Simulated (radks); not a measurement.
Species: Dy3.5+. Configuration: [Kr] 4d10 4f9 5s1.5 5p6 (fractional occupations, a model configuration).

Method: scalar-relativistic Kohn-Sham, r2SCAN, spin-unpolarised, spherical densities, finite nucleus; meta-GGA in the generalised Kohn-Sham scheme; Fermi nuclear charge, rms radius 5.2218 fm; computed with a radial shooting solver on a logarithmic mesh with Libxc functionals.

Energy parts (eV):
total: -330735.34
kinetic: 356782.49
electron-nucleus: -806821.59
Hartree: 126436.17
exchange-correlation: -7132.41

Orbitals (lengths in bohr, moments of r in powers of bohr; r(max) is where P^2 peaks):
| orbital | occ. | eigenvalue (eV) | <r> | <1/r> | r(max) | <r^2> |
|---|---|---|---|---|---|---|
| 1s | 2 | -53770.79 | 0.02112 | 74.55 | 0.01338 | 0.0006096 |
| 2s | 2 | -9011.066 | 0.08975 | 17.34 | 0.07600 | 0.009518 |
| 2p | 6 | -7996.864 | 0.07946 | 16.09 | 0.06169 | 0.007710 |
| 3s | 2 | -2046.649 | 0.2342 | 6.392 | 0.2152 | 0.06268 |
| 3p | 6 | -1733.701 | 0.2332 | 5.985 | 0.2115 | 0.06302 |
| 3d | 10 | -1331.105 | 0.2121 | 5.667 | 0.1731 | 0.05285 |
| 4s | 2 | -442.2626 | 0.5297 | 2.685 | 0.4940 | 0.3165 |
| 4p | 6 | -338.6233 | 0.5608 | 2.465 | 0.5158 | 0.3576 |
| 4d | 10 | -196.8304 | 0.6079 | 2.177 | 0.5342 | 0.4286 |
| 4f | 9 | -42.6696 | 0.7935 | 1.633 | 0.5348 | 0.8076 |
| 5s | 1.5 | -87.4138 | 1.270 | 1.042 | 1.146 | 1.807 |
| 5p | 6 | -61.8159 | 1.454 | 0.8944 | 1.290 | 2.382 |

The highest occupied level is 4f at -42.670 eV. Summed over all electrons, <r^2> = 32.44 bohr^2, which gives a Langevin (diamagnetic) susceptibility term of -25.7 x 10^-6 cm^3/mol. The electron density at the nucleus is 7.771e+05 e/bohr^3 (large components only). The density falls to 0.001 e/bohr^3 at r = 3.10 bohr.
